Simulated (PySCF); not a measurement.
## Calculated data, BGeH$_{9}$Si$_{2}$, CH$_{8}$GeSi$_{2}$, ClGeH$_{7}$Si$_{2}$, ClGeH$_{4}$Si

All values are calculated (PySCF 2.14.0). Calculation on a computer-drawn molecule: the log of a Hartree-Fock and frozen-core CCSD(T) single point meant for a local Hartree-Fock minimum, with one planted fault or none, to be diagnosed. Offsets are logged minus clean, where the clean run is the same molecule without the fault. The reference is restricted for singlets and unrestricted otherwise, and also for a bond in bohr or an excited solution. Adding or removing an electron swaps singlet and doublet. The excited solution moves the top pair (singlet) or top alpha electron (doublet) to the lowest empty orbital. Highest occupied and lowest empty are orbital energies over both spins, largest force is the largest gradient component, triples share is (T) over the correlation energy, the T1 limit is 0.02 restricted and 0.045 unrestricted, electrons count all cores, a negative frequency is imaginary (commonest isotopes), and the dipole is about the centre of nuclear charge; on germanium a core potential holds 10 electrons, which the energies leave out, and 3d is frozen in MP2 and coupled-cluster steps.

Common to all runs: meant charge 0; meant basis cc-pV(D+d)Z; meant basis and core potential on germanium cc-pVDZ-PP ECP10MDF; logged SCF converged yes; logged CC converged yes; logged SCF stable within its kind yes; possible faults no fault, one electron removed, one electron added, multiplicity raised by two, geometry at a saddle point, SCF held on an excited solution, minimal basis STO-3G, one bond length entered in bohr, all coordinates scaled.

(1) BGeH$_{9}$Si$_{2}$

Logged structure:
```xyz
13
BGeH9Si2
Si    -0.8398    -1.2106    -1.1839
B     -1.1195    -0.0308     0.4566
Ge    -0.2393     1.8392     0.7290
Si    -1.7830     3.5706     0.0530
H     -2.0687    -1.9547    -1.5571
H     -0.3814    -0.4441    -2.3688
H      0.2170    -2.1965    -0.8311
H     -1.8382    -0.4255     1.3339
H      1.0437     2.0048    -0.1023
H      0.1282     2.0849     2.2015
H     -3.0116     3.5117     0.8804
H     -1.1559     4.9028     0.2168
H     -2.1636     3.3918    -1.3690
```

* meant multiplicity: 1
* logged electrons: 74
* logged basis functions: 128
* logged spin squared: 0
* logged highest occupied: -10.061 eV
* logged lowest empty: 0.80301 eV
* logged largest force: 9.136e-06 hartree/bohr
* logged lowest frequency: 28.775 cm⁻¹
* logged T1 diagnostic: 0.014065
* logged D1 diagnostic: 0.04454
* logged triples share: 0.026398
* logged dipole magnitude: 0.44634 debye
* logged energy HF: -901.13332 hartree
* logged energy CCSD(T): -901.61594 hartree
* planted fault: no fault
* HF energy offset from clean run: 0 kcal/mol
* CCSD(T) energy offset from clean run: 0 kcal/mol

Drawn bonds:
```
atom  other atom  order
   1           2      1
   2           3      1
   3           4      1
   1           5      1
   1           6      1
   1           7      1
   2           8      1
   3           9      1
   3          10      1
   4          11      1
   4          12      1
   4          13      1
```

(2) CH$_{8}$GeSi$_{2}$

Logged structure:
```xyz
12
CH8GeSi2
Si     0.5386    -1.1385     0.5061
C      1.3075    -1.6262    -1.1520
Ge     1.9820    -0.4682    -2.3758
Si     2.0421     1.9733    -2.1349
H      0.5733     0.3733     0.6464
H      1.2851    -1.7394     1.6831
H     -0.9059    -1.5900     0.6214
H      1.3585    -2.7044    -1.4177
H      2.5812    -1.0338    -3.7042
H      0.6356     2.5196    -2.0662
H      2.8013     2.3509    -0.8854
H      2.7463     2.5394    -3.3482
```

- meant multiplicity: 1
- logged electrons: 74
- logged basis functions: 123
- logged spin squared: 0
- logged highest occupied: -8.3149 eV
- logged lowest empty: 1.2496 eV
- logged largest force: 0.015953 hartree/bohr
- logged T1 diagnostic: 0.014778
- logged D1 diagnostic: 0.048421
- logged triples share: 0.034938
- logged dipole magnitude: 2.0208 debye
- logged energy HF: -913.71612 hartree
- logged energy CCSD(T): -914.24752 hartree
- planted fault: all coordinates scaled, by +2.2 %
- HF energy offset from clean run: 3.241 kcal/mol
- CCSD(T) energy offset from clean run: 0.7862 kcal/mol

Drawn bonds:
```
atom  other atom  order
   1           2      1
   2           3      2
   3           4      1
   1           5      1
   1           6      1
   1           7      1
   2           8      1
   3           9      1
   4          10      1
   4          11      1
   4          12      1
```

(3) ClGeH$_{7}$Si$_{2}$

Logged structure:
```xyz
11
ClGeH7Si2
Si     0.7112     1.8852    -2.3405
Ge     2.1674     0.6726    -0.8571
Si     4.4974     0.5673    -1.4498
Cl     1.4523    -1.4178    -0.9103
H     -0.6877     1.7425    -1.8839
H      1.0966     3.3164    -2.3307
H      0.8587     1.3459    -3.7097
H      1.9771     1.1102     0.5988
H      5.0703     1.9332    -1.3969
H      5.2100    -0.3094    -0.4961
H      4.6225     0.0350    -2.8240
```

* meant multiplicity: 1
* logged electrons: 84
* logged basis functions: 127
* logged spin squared: 2.0276
* logged highest occupied: -4.3151 eV
* logged lowest empty: -2.8932 eV
* logged largest force: 0.045955 hartree/bohr
* logged T1 diagnostic: 0.039016
* logged D1 diagnostic: 0.2447
* logged triples share: 0.032528
* logged dipole magnitude: 3.5888 debye
* logged energy HF: -1334.66743 hartree
* logged energy CCSD(T): -1335.20349 hartree
* planted fault: multiplicity raised by two
* HF energy offset from clean run: 131.5 kcal/mol
* CCSD(T) energy offset from clean run: 124.1 kcal/mol

Drawn bonds:
```
atom  other atom  order
   1           2      1
   2           3      1
   2           4      1
   1           5      1
   1           6      1
   1           7      1
   2           8      1
   3           9      1
   3          10      1
   3          11      1
```

(4) ClGeH$_{4}$Si

Logged structure:
```xyz
7
ClGeH4Si
Si     0.5616     0.7943    -0.8910
Ge     2.6129    -0.4319    -0.5558
Cl     2.1446    -2.2135     0.6401
H      0.8782     1.9933    -1.6992
H      0.0523     1.1973     0.4356
H     -0.4381    -0.0393    -1.5930
H      3.2904    -0.9706    -1.8249
```

* meant multiplicity: 2
* logged electrons: 67
* logged basis functions: 89
* logged spin squared: 3.7649
* logged highest occupied: -4.7606 eV
* logged lowest empty: -2.9172 eV
* logged largest force: 0.055324 hartree/bohr
* logged T1 diagnostic: 0.049471
* logged D1 diagnostic: 0.28444
* logged triples share: 0.032668
* logged dipole magnitude: 3.1277 debye
* logged energy HF: -1043.94603 hartree
* logged energy CCSD(T): -1044.32904 hartree
* planted fault: ?

Drawn bonds:
```
atom  other atom  order
   1           2      1
   2           3      1
   1           4      1
   1           5      1
   1           6      1
   2           7      1
```

Notes: T1 above single-reference limit.

To be estimated
1. ClGeH$_{4}$Si (entry 4): planted fault?

Answers
1. multiplicity raised by two

Further results for ClGeH$_{4}$Si (entry 4):

* HF energy offset from clean run: 137.4 kcal/mol
* CCSD(T) energy offset from clean run: 133.7 kcal/mol
